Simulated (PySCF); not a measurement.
Molecule: SMILES O=S(CS(C)(=O)=O)(=O)[O-], [C₂H₅O₅S₂]-.

Cartesian coordinates in Å; atom numbers follow the order of the lines, from 1:
```xyz
14

C    -1.3436   -0.5154    0.9204
S    -1.0178    0.5334   -0.5075
O    -1.3340    1.9048   -0.1728
O    -1.8090   -0.0043   -1.6050
C     0.7010    0.4209   -0.9788
S     1.6375   -0.2432    0.4559
O     1.2757   -1.6573    0.4907
O     3.0302   -0.0038    0.1152
O     1.1522    0.5203    1.5905
H    -1.1523    0.0711    1.8076
H    -2.3739   -0.8409    0.8416
H    -0.6395   -1.3399    0.8636
H     1.0729    1.4127   -1.1903
H     0.7997   -0.2590   -1.8131
```

Total charge -1.

Frames of a GFN2-xTB Langevin trajectory at 600 K; GIAO PBE0/pcSseg-1 shieldings in PySCF 2.14.0 with density-fitted response routines, gas phase, non-relativistic; equivalent atoms averaged within each frame.

References, each an isolated molecule treated in the same way: ¹³C (σref 186.93), ¹H (σref 31.72) vs TMS; ³³S (σref 503.73) against CS2; H2O for ¹⁷O (σref 336.08). The references are static minima.

Question: How do the shifts (ppm) fluctuate along the trajectory?

Answer: 
```csv
time (fs),C5,C1,S6,S2,O7/O8/O9,O3/O4,H10/H11/H12,H13/H14
250,93.1,62.6,350,350,300.2,247.0,3.57,3.16
425,79.8,47.0,286,317,230.9,230.3,2.95,3.82
625,80.3,53.4,333,324,264.8,257.2,4.44,3.08
800,90.9,54.2,321,327,284.7,244.5,4.97,4.33
1000,86.8,42.4,346,298,288.9,235.8,5.73,4.35
mean of frames,86.2,51.9,327,323,273.9,243.0,4.33,3.75
standard deviation,6.1,7.7,26,19,27.2,10.4,1.10,0.61
```

5 frames give an uncertainty of the mean of about the standard deviation over 2.2 at best, since frames this close in time may not be independent; classical motion lacks zero-point vibration, and the reference would need the same averaging.
